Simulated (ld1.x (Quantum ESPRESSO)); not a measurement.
# An all-electron radial function and its pseudo partner (V)

Columns: radius, all-electron u(r) and pseudo u(r) of the 4s shell (level -6.28 eV) of vanadium in the configuration [Ar] 3d3 4s1.75 4p0; LDA (PZ), non-relativistic, TM semilocal scheme, ld1.x (Quantum ESPRESSO) 7.5.

```tsv
r (bohr)	all-electron	pseudo
0.173	-0.1523	-0.0176
0.346	-0.0399	-0.0368
0.519	0.1875	-0.0589
0.692	0.2765	-0.0859
0.865	0.2334	-0.1195
1.038	0.1175	-0.1615
1.211	-0.0240	-0.2129
1.384	-0.1633	-0.2736
1.557	-0.2867	-0.3411
1.730	-0.3889	-0.4104
1.903	-0.4691	-0.4754
2.076	-0.5288	-0.5299
2.249	-0.5702	-0.5702
2.422	-0.5960	-0.5960
2.595	-0.6087	-0.6087
2.768	-0.6107	-0.6107
2.941	-0.6041	-0.6041
3.114	-0.5907	-0.5907
3.287	-0.5721	-0.5721
3.460	-0.5495	-0.5495
3.633	-0.5242	-0.5242
3.806	-0.4971	-0.4971
3.979	-0.4689	-0.4689
4.152	-0.4402	-0.4402
4.325	-0.4116	-0.4116
4.498	-0.3835	-0.3835
```

Task: How many radial nodes do the two functions have?

Result: The all-electron 4s function has n − l − 1 = 3 (the table is too coarse to show those close to the nucleus); the pseudo-wave has 0, since the states of the same l below it are removed with the core.

Task: At about which radius was the pseudo-wave matched?

Result: 2.50 bohr. The columns agree to 0.0005 from 2.25 bohr on; several derivatives are matched, so the curves merge somewhat inside the radius.

Task: Is the pseudo-wave norm-conserving?

Result: Yes: the TM semilocal scheme keeps the norm inside the radius equal to the all-electron one, which fixes the energy derivative of the logarithmic derivative at the level.
